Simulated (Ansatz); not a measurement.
CH7GeNO, SMILES C[NH][GeH2][OH].

Coordinates come from a ωB97X-D3(BJ)/def2-SVP optimisation. This is a generated structure with no PubChem entry under its InChIKey; it may be hypothetical. The values are those of a single conformer.

Two levels are set side by side: PBE/def2-SVPD (Ansatz, an electronic-structure program) and CAM-B3LYP/def2-SVPD (Ansatz). Energy differences of separate SCF runs at the same geometry; the states with an electron removed or added have multiplicity 2 and 2. Differences are taken from unrounded values.

```
quantity                           CAM-B3LYP
---------------------------------  ---------
vertical ionisation energy (eV)         9.08
vertical singlet–triplet gap (eV)       5.67
```

### Question
What does PBE give, and how far is it from CAM-B3LYP? (Estimate from the structure and the level; the computed values follow.)

### Answer

| quantity | PBE | PBE minus CAM-B3LYP |
|---|---|---|
| vertical ionisation energy (eV) | 8.77 | -0.30 |
| vertical singlet–triplet gap (eV) | 5.18 | -0.49 |
